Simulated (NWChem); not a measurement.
Species: silanone (SiH₂O); SMILES [SiH2]=O

```xyz
4

Si     0.0000     0.0000    -0.4385
O      0.0000     0.0000     1.1138
H      0.0000    -1.2480    -1.2820
H      0.0000     1.2480    -1.2820
```
Atoms are numbered in this order, from 1.

Level: PBE-D3(BJ)/def2-SVP (NWChem), optimised geometry, unscaled harmonic frequencies. 

| frequency (cm⁻¹) | IR intensity (km/mol) |
|---|---|
| 659 | 50.0 |
| 660 | 47.9 |
| 972 | 46.0 |
| 1163 | 50.5 |
| 2141 | 38.0 |
| 2160 | 159.7 |

```
Quantity                                                                           Result
-----------------------------------------------------------------------  ----------------
zero-point energy                                                           11.1 kcal/mol
thermal correction to the enthalpy at 298.15 K (with zero-point energy)     13.7 kcal/mol
heat capacity Cv                                                          8.4 cal/(mol K)
entropy at 298.15 K and 1 atm (symmetry number 2)                        56.4 cal/(mol K)
dipole moment                                                                      3.08 D
```

Rigid rotor and harmonic oscillator.
